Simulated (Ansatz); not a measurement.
Ge₉NH₁₆, a doped cluster cut from the lattice of germanium (N on a surface site): single points at one geometry.

```yaml
crystal:
  periodic: [false, false, false]
  atoms:
    - {symbol: Ge, position_ang: [-0.063464, -3.110939, -0.262690]}
    - {symbol: Ge, position_ang: [0.116955, -0.001107, -2.769560]}
    - {symbol: Ge, position_ang: [-2.710496, -0.118449, 0.031676]}
    - {symbol: Ge, position_ang: [0.307622, 0.018757, 2.614195]}
    - {symbol: Ge, position_ang: [-0.094070, 2.847425, -0.036368]}
    - {symbol: Ge, position_ang: [2.648169, 0.089141, 0.287095]}
    - {symbol: Ge, position_ang: [-1.344239, -1.447865, -1.474976]}
    - {symbol: N, position_ang: [1.409892, -0.800855, 1.356778]}
    - {symbol: Ge, position_ang: [1.416253, 1.436174, -1.309577]}
    - {symbol: Ge, position_ang: [-1.331112, 1.333141, 1.402896]}
    - {symbol: H, position_ang: [-0.167795, -4.498100, -0.952033]}
    - {symbol: H, position_ang: [-0.557406, -3.266305, 1.193590]}
    - {symbol: H, position_ang: [1.066117, -0.855913, -3.633872]}
    - {symbol: H, position_ang: [-0.724953, 0.874829, -3.720982]}
    - {symbol: H, position_ang: [-3.546893, -1.047824, 0.933034]}
    - {symbol: H, position_ang: [-3.688590, 0.750321, -0.787514]}
    - {symbol: H, position_ang: [-0.326256, -1.130578, 3.419362]}
    - {symbol: H, position_ang: [1.122909, 0.914121, 3.581173]}
    - {symbol: H, position_ang: [-1.038021, 3.639823, -0.962048]}
    - {symbol: H, position_ang: [0.705409, 3.854645, 0.814577]}
    - {symbol: H, position_ang: [3.482266, -1.016243, -0.386601]}
    - {symbol: H, position_ang: [3.590530, 0.975306, 1.140024]}
    - {symbol: H, position_ang: [-2.278367, -2.167824, -2.478264]}
    - {symbol: H, position_ang: [1.798771, -1.673215, 1.718674]}
    - {symbol: H, position_ang: [2.410848, 2.287859, -2.128183]}
    - {symbol: H, position_ang: [-2.204082, 2.113664, 2.409606]}
basis:
  gaussian: {orbitals: def2-SVP, initial_orbitals: start.molden}
magnetization: {spin_polarized: true, initial_magnetization: 1}
hamiltonian: {xc: {name: LC-wPBE, parameters: {omega: 0.15/bohr}}}
scf: {omitted_lower_state_checks: [starts]}
output: {orbitals: {seedname: orbitals}}
```

The file start.molden holds the orbitals of an earlier run on this structure, at another level or in another basis.

```sh
$ ansatz run in.yaml --threads 2 --pin off --events-out ev --progress --plain --max-ram 32768MiB --backend cuda --devices 0, --max-vram 18GiB
```

Output, abridged:

```
Functional definition: LC-wPBE
4259 factors; their error is unknown
396 factors; integrals over basis functions are off by at most 4.1e-7 eV
mean field evaluation 1: about -510273.4978 eV, gradient 1.4e1 eV
mean field evaluation 2: about -510273.9891 eV, gradient 4.1e-1 eV
mean field evaluation 4: about -510273.6695 eV, gradient 2.7e-3 eV
mean field -510273.66948346 eV, -18752.2114776015 hartree, gradient 2.3e-5 eV, S^2 0.751850; 0 other end points of the search recorded, 0 dependent functions left out
reference -510273.66948355 eV, -18752.2114776047 hartree; 156, 155 occupied and 226, 227 virtual orbitals, 4259 factors
Total energy: -510273.66948355 eV, -18752.2114776047 hartree
Checks for a lower state left out: starts
```

Hardware: 2 threads of AMD EPYC 7R13 on a shared host and a share (18 GiB) of an NVIDIA H100 80GB HBM3. Wall time 12 s, peak host memory 1.1 GiB.

As the first input, with `gaussian: {orbitals: 6-31G}`, `hamiltonian: {xc: hf}` (abridged; 8 s):

```
Functional definition: HF
mean field -509914.44290901 eV, -18739.0101444829 hartree, gradient 2.4e-5 eV, S^2 0.755234
Total energy: -509914.44290901 eV, -18739.0101444829 hartree
Checks for a lower state left out: starts
```

First input, but with `hamiltonian: {xc: {name: LC-wPBE, parameters: {omega: 0.2/bohr}}}` (abridged; 12 s):

```
Functional definition: LC-wPBE
mean field -510275.31905089 eV, -18752.2720980864 hartree, gradient 2.1e-5 eV, S^2 0.752127
Total energy: -510275.31905094 eV, -18752.2720980881 hartree
Checks for a lower state left out: starts
```

The first input with `gaussian: {orbitals: def2-TZVP, fitting: {mean_field: def2-universal-jkfit}, initial_orbitals: start.molden}`, `hamiltonian: {xc: r2scan, dispersion: d4}`, `output: {forces: true, orbitals: {seedname: orbitals}}` (abridged; 18 s):

```
Functional definition: r2SCAN
mean field -510416.00061162 eV, -18757.4420500856 hartree, gradient 2.5e-5 eV, S^2 0.754606
Total energy: -510416.35008806 eV, -18757.4548931080 hartree
Atom 0 force    -0.060419    -0.032251    -0.013093 eV/Å
Atom 1 force     0.003767     0.005688    -0.023863 eV/Å
Atom 2 force    -0.018940     0.004795     0.006416 eV/Å
Atom 3 force     0.065606    -0.030546    -0.012035 eV/Å
Atom 4 force    -0.000748     0.020206     0.002636 eV/Å
Atom 5 force    -0.011850    -0.028148     0.066221 eV/Å
Atom 6 force    -0.006506    -0.003677    -0.016730 eV/Å
Atom 7 force     0.072831    -0.179488     0.055099 eV/Å
Atom 8 force    -0.010184     0.017246    -0.008266 eV/Å
Atom 9 force    -0.006967     0.018100    -0.011684 eV/Å
Atom 10 force     0.010323     0.034334     0.027128 eV/Å
Atom 11 force     0.020403    -0.002530    -0.031126 eV/Å
Atom 12 force    -0.027497     0.022240     0.018600 eV/Å
Atom 13 force     0.024208    -0.026061     0.021089 eV/Å
Atom 14 force     0.014384     0.019636    -0.022317 eV/Å
Atom 15 force     0.022846    -0.025837     0.021227 eV/Å
Atom 16 force     0.011753     0.022300    -0.004639 eV/Å
Atom 17 force    -0.013527    -0.021339    -0.016447 eV/Å
Atom 18 force     0.025521    -0.015740     0.024045 eV/Å
Atom 19 force    -0.025608    -0.022079    -0.026556 eV/Å
Atom 20 force    -0.008408     0.020990     0.012687 eV/Å
Atom 21 force    -0.015152    -0.020643    -0.013615 eV/Å
Atom 22 force     0.022886     0.010925     0.021077 eV/Å
Atom 23 force    -0.088670     0.251481    -0.075052 eV/Å
Atom 24 force    -0.018861    -0.020904     0.018578 eV/Å
Atom 25 force     0.018809    -0.018698    -0.019379 eV/Å
Dipole moment:     0.131288     0.059016     0.133352 e Å
Checks for a lower state left out: starts
```

The first input with `hamiltonian: {xc: {name: LC-wPBE, parameters: {omega: 0.3/bohr}}}` (abridged; 12 s):

```
Functional definition: LC-wPBE
mean field -510279.66970487 eV, -18752.4319816710 hartree, gradient 1.4e-5 eV, S^2 0.752815
Total energy: -510279.66970489 eV, -18752.4319816717 hartree
Checks for a lower state left out: starts
```

Geometry: r2SCAN-D4/def2-SVP.

The 6-31G sets use Cartesian d functions. Single mean-field runs in def2-TZVP are fitted with def2-universal-jkfit.
